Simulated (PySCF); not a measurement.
**Dipole moment and polarisability of `C#C[C]1=C(CC)C=[CH][GeH2]1`**

Species: C8H10Ge.
Geometry (PBE0-D3(BJ)/def2-SVP, Å), atoms numbered from 1 in this order:
```
atom  x, y, z in Å
C1    -0.6166    3.1253   -0.3166
C2    -0.2399    1.9716   -0.2190
C3     0.2400    0.6526   -0.0932
C4    -0.5168   -0.4788   -0.1987
C5    -1.9972   -0.4878   -0.4300
C6    -2.7787   -0.7372    0.8593
C7     0.1962   -1.7610   -0.0161
C8     1.5205   -1.7486    0.2343
Ge9    2.0819    0.1087    0.2792
H10   -0.9508    4.1418   -0.4056
H11   -2.2405   -1.2735   -1.1661
H12   -2.3014    0.4739   -0.8697
H13   -3.8617   -0.7585    0.6654
H14   -2.5010   -1.6972    1.3222
H15   -2.5778    0.0573    1.5934
H16   -0.3806   -2.6904   -0.0973
H17    2.1045   -2.6606    0.3706
H18    2.5954    0.5874    1.6475
H19    3.0815    0.5072   -0.8193
```

Level: B3LYP/def2-SVPD (PySCF), static field, nuclei fixed, core orbitals frozen in the response. The polarisability tensor in these axes (au):

```
x   140.92  -5.74   5.06
y    -5.74 161.00  -5.84
z     5.06  -5.84  87.62
```

Problem. What are the eigenvalues, a third of the trace, and Δα (Δα² = ½Σ(αi − αj)² over the three pairs)?

Solution. Principal values 86.77, 139.61 and 163.17 au; mean 129.85 au = 19.24 Å³ = 21.41 × 10⁻⁴⁰ C²·m²/J; Δα = 67.76 au (52 % of the mean).

Problem. What is the dipole moment, and where does it point?

Solution. (-0.41, -1.02, 0.06) D, 1.11 D in size, pointing from the negative to the positive side. Measured along this direction, the outermost atoms are H10 at the negative end and H16 and H14 at the positive end.

Problem. Find the Langevin capture rate constant for NO+ (29.998 u) meeting this molecule (179.999 u), k = 2.342 × 10⁻⁹ cm³/s × √(α in Å³ / reduced mass in u).

Solution. The reduced mass is 25.71 u, so k = 2.03 × 10⁻⁹ cm³/s. The formula leaves out the permanent dipole, which adds to the capture rate.

Problem. What would n − 1 = 2πNα be for an ideal gas of these molecules at 273.15 K and 1 atm, electronic part alone?

Solution. N = p/kT = 2.6868 × 10¹⁹ cm⁻³, so n − 1 = 2π × N × 19.24 × 10⁻²⁴ cm³ = 3248 × 10⁻⁶ at long wavelengths, for an ideal gas.

Problem. What molar refraction does this α imply?

Solution. Lorentz–Lorenz: R = (4π/3)N_A α = 2.5225 cm³/(mol·Å³) × 19.24 Å³ = 48.5 cm³/mol, in the limit of long wavelengths.

Problem. Form Σ f/ω² (atomic units) for the 10 lowest TDDFT singlets, given as eV and f, and set it beside the mean polarisability, which is this sum over all singlets: 3.77, 0.1618; 4.14, 0.0009; 5.31, 0.0002; 5.51, 0.0163; 5.59, 0.0106; 5.64, 0.0057; 5.81, 0.0008; 5.93, 0.0248; 6.04, 0.0014; 6.22, 0.0306.

Solution. They add up to 10.41 au, 8.0 % of the 129.85 au; the largest single term is 8.43 au, from the state at 3.77 eV. Terms in order: 8.43, 0.04, 0.00, 0.40, 0.25, 0.13, 0.02, 0.52, 0.03, 0.59 au. Higher excitations give the rest. The strengths listed sum to 0.253.

Geometry: PBE0-D3(BJ)/def2-SVP, one conformer, isolated molecule. The calculation is non-relativistic, for germanium too.

The run behind these numbers computed excited states and ΔSCF ions as well. Time: 5.8 min wall; peak memory 1.3 GiB. Hardware: an Arm Neoverse V2 with one thread, no GPU, shared host with 96 logical CPUs at a one-minute load of 54.
